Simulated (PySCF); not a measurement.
C2H6B2O2, SMILES B/C=C\B(O)O (GFN2-xTB optimised geometry):

```
12

B      0.828    -1.586     0.020
C      1.396    -0.150     0.008
C      0.714     1.000     0.000
B     -0.855     1.000     0.000
O     -1.563    -0.168     0.001
O     -1.532     2.168     0.000
H      0.671    -2.148     1.037
H      0.675    -2.168    -0.987
H      2.484    -0.100     0.008
H      1.244     1.944    -0.007
H     -1.025    -0.961     0.000
H     -2.484     2.062     0.001
```

Calculation: B3LYP/def2-TZVP (PySCF).

Question: What are the frontier orbital energies and the dipole moment?

Answer: HOMO-2 -9.16 eV, HOMO-1 -8.67 eV, HOMO -7.47 eV, LUMO -2.55 eV, LUMO+1 -0.95 eV; dipole moment 1.15 D.

Meta-Löwdin charges at B3LYP/def2-TZVP: B1 -0.01, C2 -0.17, C3 -0.23, B4 0.44, O5 -0.51, O6 -0.51, H7 0.02, H8 0.02, H9 0.14, H10 0.12, H11 0.34, H12 0.35.
